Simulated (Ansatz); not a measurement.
```yaml
crystal:
  periodic: [false, false, false]
  atoms:
    - {symbol: Al, position_ang: [-0.801740, 1.607905, -1.809961]}
    - {symbol: C, position_ang: [0.261601, 0.612360, -0.630436]}
    - {symbol: C, position_ang: [0.971097, -0.027393, 0.130987]}
    - {symbol: O, position_ang: [1.725461, -0.685921, 0.917150]}
    - {symbol: Sb, position_ang: [0.905671, -2.007721, 2.223558]}
    - {symbol: H, position_ang: [-0.133121, 2.644734, -2.804666]}
    - {symbol: H, position_ang: [-2.375025, 1.407038, -1.807892]}
    - {symbol: H, position_ang: [-0.144184, -2.676687, 1.049343]}
    - {symbol: H, position_ang: [-0.321260, -0.920515, 2.714815]}
basis:
  gaussian: {orbitals: def2-SVP, nuclear_model: gaussian}
total_charge: 1
magnetization: {spin_polarized: true, initial_magnetization: 1}
hamiltonian: {xc: {name: HF}}
correlation: {active_space: {window: {electrons: 40, orbitals: 30}}}
output: {forces: true}
```

```sh
$ ansatz run in.yaml --threads 4 --pin off --events-out ev --progress --plain --max-ram 10444MiB
```

It prints (some lines left out):

```
Error: invalid value for `correlation.active_space`: it starts from restricted Hartree–Fock orbitals; set hamiltonian.xc: hf without magnetization.spin_polarized
```
